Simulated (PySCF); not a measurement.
2,4-dimethyl-1,4-pentadiene, C₇H₁₂

Molfile (atoms numbered from 1):
```
C7H12
     RDKit          3D

 19 18  0  0  0  0  0  0  0  0999 V2000
   -1.5833   -0.4579    1.6231 C   0  0  0  0  0  0  0  0  0  0  0  0
   -1.1734    0.0265    0.4623 C   0  0  0  0  0  0  0  0  0  0  0  0
   -1.7942   -0.3654   -0.8428 C   0  0  0  0  0  0  0  0  0  0  0  0
   -0.0315    1.0056    0.3559 C   0  0  0  0  0  0  0  0  0  0  0  0
    1.1595    0.3761   -0.3213 C   0  0  0  0  0  0  0  0  0  0  0  0
    1.5731    0.7545   -1.5194 C   0  0  0  0  0  0  0  0  0  0  0  0
    1.8261   -0.7144    0.4584 C   0  0  0  0  0  0  0  0  0  0  0  0
   -1.1304   -0.1688    2.5570 H   0  0  0  0  0  0  0  0  0  0  0  0
   -2.3960   -1.1623    1.6901 H   0  0  0  0  0  0  0  0  0  0  0  0
   -2.2489    0.5040   -1.3174 H   0  0  0  0  0  0  0  0  0  0  0  0
   -2.5581   -1.1256   -0.7017 H   0  0  0  0  0  0  0  0  0  0  0  0
   -1.0304   -0.7477   -1.5192 H   0  0  0  0  0  0  0  0  0  0  0  0
   -0.3564    1.8772   -0.2166 H   0  0  0  0  0  0  0  0  0  0  0  0
    0.2576    1.3358    1.3561 H   0  0  0  0  0  0  0  0  0  0  0  0
    1.0865    1.5412   -2.0713 H   0  0  0  0  0  0  0  0  0  0  0  0
    2.4218    0.2960   -1.9992 H   0  0  0  0  0  0  0  0  0  0  0  0
    2.2402   -0.3134    1.3833 H   0  0  0  0  0  0  0  0  0  0  0  0
    2.6290   -1.1726   -0.1128 H   0  0  0  0  0  0  0  0  0  0  0  0
    1.0990   -1.4793    0.7282 H   0  0  0  0  0  0  0  0  0  0  0  0
  1  2  2  0
  2  3  1  0
  2  4  1  0
  4  5  1  0
  5  6  2  0
  5  7  1  0
  1  8  1  0
  1  9  1  0
  3 10  1  0
  3 11  1  0
  3 12  1  0
  4 13  1  0
  4 14  1  0
  6 15  1  0
  6 16  1  0
  7 17  1  0
  7 18  1  0
  7 19  1  0
M  END
```

Method used: PySCF 2.14.0, GIAO PBE0/pcSseg-1 magnetisability, rotational g tensor and spin-rotation constants, non-relativistic, gas phase. Geometry: GFN2-xTB.

**Question.** How diamagnetic is it, and how anisotropic?

**Answer.** Isotropic -1175 × 10⁻³⁰ J/T², or -70.8 × 10⁻⁶ cm³/mol; principal values -1240, -1196, -1091 × 10⁻³⁰ J/T², anisotropy 133 × 10⁻³⁰ J/T² (root of half the summed squared differences of the principal values). The susceptibility is in cgs units.

**Question.** Split it along the inertial axes a, b, c into diamagnetic and paramagnetic parts about the centre of mass, with the quadrupole moment.

**Answer.** 
```tsv
axis	χ (10⁻⁶ cm³/mol)	diamagnetic (10⁻⁶ cm³/mol)	paramagnetic (10⁻⁶ cm³/mol)	summed x² of all electrons (Å²)	quadrupole Θ (D Å)
a	-67.9	-432.5	364.6	146.6	-1.28
b	-69.8	-766.6	696.8	67.8	+2.25
c	-74.6	-909.7	835.0	34.1	-0.97
```
Anisotropies 2χaa − χbb − χcc = +8.6 and 2χbb − χaa − χcc = +3.0 × 10⁻⁶ cm³/mol. Θ is traceless in Buckingham's convention.

**Question.** And the rotational g tensor?

**Answer.** 
| axis | rotational constant (GHz) | g | nuclear part | electronic part |
| --- | --- | --- | --- | --- |
| a | 3.9994 | -0.0217 | 0.6633 | -0.6850 |
| b | 1.8801 | -0.0104 | 0.6051 | -0.6155 |
| c | 1.5627 | -0.0037 | 0.6094 | -0.6130 |

Asymmetric top; isotopes 12C, 1H; no vibrational averaging.
